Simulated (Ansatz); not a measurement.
Abridged output of a molecular run in Ansatz:

```
Functional definition: HF
1663 factors; integrals over basis functions are off by at most 8.8e-4 eV
mean field evaluation 1: about -59855.2098 eV, gradient 3.4e1 eV
mean field evaluation 2: about -59855.6319 eV, gradient 3.5e1 eV
mean field evaluation 4: about -59859.1865 eV, gradient 6.5e0 eV
mean field evaluation 8: about -59859.2890 eV, gradient 7.9e-1 eV
mean field evaluation 16: about -59859.2914 eV, gradient 1.0e-6 eV
mean field -59859.29143238 eV, -2199.7883860551 hartree, gradient 2.1e-6 eV, S^2 0.000000; 0 other end points of the search recorded, 0 dependent functions left out; unrestricted orbitals would lower it
17 core orbitals not correlated: weight in the atoms' cores, before any rotation towards them, 1.000 or more for the frozen orbitals, at most 0.000 for the correlated occupied ones
reference -59859.29143238 eV, -2199.7883860551 hartree; 17, 17 occupied and 235, 235 virtual orbitals, 1663 factors
second order -31.34893677 eV of doubles, -0.00000000 eV of singles
cycle   1  -29.69183174 eV  change     1.7e0 eV  update   1.5e-1
cycle   2  -30.70857984 eV  change    -1.0e0 eV  update   5.6e-2
cycle   3  -30.93474903 eV  change   -2.3e-1 eV  update   2.5e-2
cycle   4  -30.90832530 eV  change    2.6e-2 eV  update   7.6e-3
cycle   5  -30.90176163 eV  change    6.6e-3 eV  update   2.9e-3
cycle   6  -30.90490994 eV  change   -3.1e-3 eV  update   1.0e-3
cycle   7  -30.90492074 eV  change   -1.1e-5 eV  update   3.6e-4
cycle   8  -30.90444996 eV  change    4.7e-4 eV  update   1.6e-4
cycle   9  -30.90452575 eV  change   -7.6e-5 eV  update   6.7e-5
cycle  10  -30.90458998 eV  change   -6.4e-5 eV  update   2.6e-5
cycle  11  -30.90453125 eV  change    5.9e-5 eV  update   1.2e-5
cycle  12  -30.90455152 eV  change   -2.0e-5 eV  update   5.3e-6
perturbative correction -1.30220317 eV, -0.0478550839 hartree
Total energy: -59891.49818707 eV, -2200.9719624594 hartree
```

Its atoms:

Cartesian coordinates in Å:
```
Si 0.537 -0.841 -1.415
C -0.630 0.306 -0.527
N -1.592 -0.269 0.506
C -0.654 0.429 0.957
Zn 0.076 1.082 2.617
H 1.566 -0.053 -2.149
H 1.217 -1.709 -0.414
H -0.165 -1.709 -2.399
H -1.036 1.145 -1.093
H 0.681 1.619 3.917
```

(1) Which basis set was used?
A. def2-SVPD
B. def2-TZVPP
C. cc-pV(Q+d)Z
D. def2-TZVPPD

(2) Write the keys of the input that set method, charge and spin (a neutral closed shell needs none for the last two).

## Answers

(1) B. It gives 269 functions.

(2) 
```yaml
correlation: {method: ccsd_t, frozen_orbitals: {C: 1, H: 0, "N": 1, Si: 5, Zn: 9}}
```
